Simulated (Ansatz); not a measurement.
One change: `[CH3][In]([F])[O][SiH3]` becomes `[F][In]([F])[O][SiH3]`.

Ansatz, PBE0-D4/def2-TZVP geometries, multiplicity 1. Each molecule was computed in one conformer, which needn't be the lowest.

Elements past krypton have def2 core potentials.

```csv
property,`[CH3][In]([F])[O][SiH3]`
LUMO energy (B3LYP/def2-TZVPP) / eV,-1.90
HOMO–LUMO gap (PBE/def2-TZVPP) / eV,4.47
HOMO energy (B3LYP/def2-TZVPP) / eV,-8.13
HOMO energy (PBE/def2-TZVPP) / eV,-6.94
size of the dipole moment (B3LYP/def2-TZVPP) / D,4.09
HOMO–LUMO gap (ωB97M-V/def2-TZVPP) / eV,10.84
```

Question: Give the same properties after the change, and the shifts. (An estimate is asked.)

Answer: Ansatz gave: 
```
                                        property  `[F][In]([F])[O][SiH3]`  shift
             LUMO energy (B3LYP/def2-TZVPP) / eV                    -3.42  -1.52
             HOMO–LUMO gap (PBE/def2-TZVPP) / eV                     3.62  -0.85
             HOMO energy (B3LYP/def2-TZVPP) / eV                    -8.86  -0.73
               HOMO energy (PBE/def2-TZVPP) / eV                    -7.61  -0.67
size of the dipole moment (B3LYP/def2-TZVPP) / D                     1.45  -2.64
         HOMO–LUMO gap (ωB97M-V/def2-TZVPP) / eV                    10.28  -0.56
```

With PBE0 the HOMO falls by 0.71 eV and the LUMO falls by 1.49 eV, so the gap narrows by about 0.78 eV. PBE moves the HOMO by -0.67 eV and ωB97M-V by -0.72 eV. Dipoles are sizes alone; their direction can turn.

B3LYP here is the variant with VWN-RPA as its local correlation; programs differ in this.
